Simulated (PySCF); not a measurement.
Al(Cl)(Me)(nBu), SMILES [Cl][Al]([CH2]CCC)[CH3], singlet (GFN2-xTB optimised geometry):

```
19

Al     0.148     1.642     0.000
Cl     2.186     1.642     0.000
C     -0.782     3.404     0.000
H     -1.870     3.319    -0.036
H     -0.476     4.016    -0.855
H     -0.534     3.989     0.891
C     -0.832    -0.114     0.016
C      0.114    -1.325     0.076
C     -0.619    -2.664     0.185
C     -1.389    -3.030    -1.079
H     -1.522    -0.160     0.868
H     -1.473    -0.197    -0.869
H      0.751    -1.337    -0.813
H      0.774    -1.220     0.943
H      0.114    -3.449     0.388
H     -1.309    -2.631     1.031
H     -0.722    -3.045    -1.939
H     -2.186    -2.317    -1.274
H     -1.837    -4.016    -0.977
```

Calculation: CAM-B3LYP/def2-SVP in PySCF.

### Question
What are the frontier orbital energies and the dipole moment?

### Answer
HOMO-2 -10.38 eV, HOMO-1 -10.07 eV, HOMO -8.64 eV, LUMO 0.44 eV, LUMO+1 1.21 eV; dipole moment 1.27 D.

Meta-Löwdin charges at CAM-B3LYP/def2-SVP: Al1 0.81, Cl2 -0.29, C3 -0.59, H4 0.11, H5 0.11, H6 0.11, C7 -0.45, C8 -0.14, C9 -0.15, C10 -0.28, H11 0.09, H12 0.10, H13 0.08, H14 0.08, H15 0.08, H16 0.08, H17 0.09, H18 0.09, H19 0.09.
